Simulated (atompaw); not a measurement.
# Before and after: PAW (atompaw) potential for Nd (Z = 60)

| Item | Value |
| --- | --- |
| Element | Nd |
| Generator | atompaw 4.2.0.5 |
| Type | PAW |
| Functional | LDA (PW92) |
| Relativity | scalar-relativistic |
| Frozen core | [Kr] 4d10 4f3 |
| Valence charge | 11 |
| Reference configuration | 5s2 5p6 5d1.5 6s1.5 6p0 |
| Partial waves | 5s (bound): rc 2.40 bohr; 6s (bound): rc 3.00 bohr; 5p (bound): rc 2.20 bohr; 6p (bound, empty): rc 2.75 bohr; 5d (bound): rc 3.00 bohr; 5d channel at 3.3 Ry: rc 3.00 bohr |
| Local potential | bessel scheme, radius 2.75 bohr |
| Core correction | smooth core density matched at 1.70 bohr |
| Augmentation charge | besselshape compensation charge, radius 2.70 bohr; PAW radius 3.00 bohr; waves and projectors: custom polynom vanderbiltortho |

Change: wave 5s (bound): rc 2.40 bohr becomes 5s (bound): rc 1.72 bohr.

Cutoffs: the cutoffs (Ry, on a coarse ladder) from which the occupation-weighted sum of valence levels, in a spherical-Bessel basis at the reference potential, stays within 10 and 1 mRy of its value at 400 Ry; they do not see the model core or the augmentation charge, which bear on the density cutoff.

What does the change do?

The potential gets harder (15 Ry and 25 Ry → 18 Ry and 30 Ry); neither file shows a bound ghost.

```csv
quantity,base,changed
"cutoff, loose",15 Ry,18 Ry
"cutoff, tight",25 Ry,30 Ry
loose cutoff by channel (10 mRy a level),"s 8 Ry, p 12 Ry, d 8 Ry","s 15 Ry, p 12 Ry, d 8 Ry"
bound ghosts,none,none
s: phases at 3.01 bohr within 0.05 rad from the reference energy up to (Ry; the scan ends near 5),3.9,4.0
p: phases at 3.01 bohr within 0.05 rad from the reference energy up to (Ry; the scan ends near 5),to the end of the scan,to the end of the scan
d: phases at 3.01 bohr within 0.05 rad from the reference energy up to (Ry; the scan ends near 5),to the end of the scan,to the end of the scan
lowest overlap eigenvalue by channel,"s 0.60, p 0.65, d 0.88","s 0.66, p 0.65, d 0.88"
```

 The cutoffs see the waves, projectors and local potential, not the compensation charge or the core.
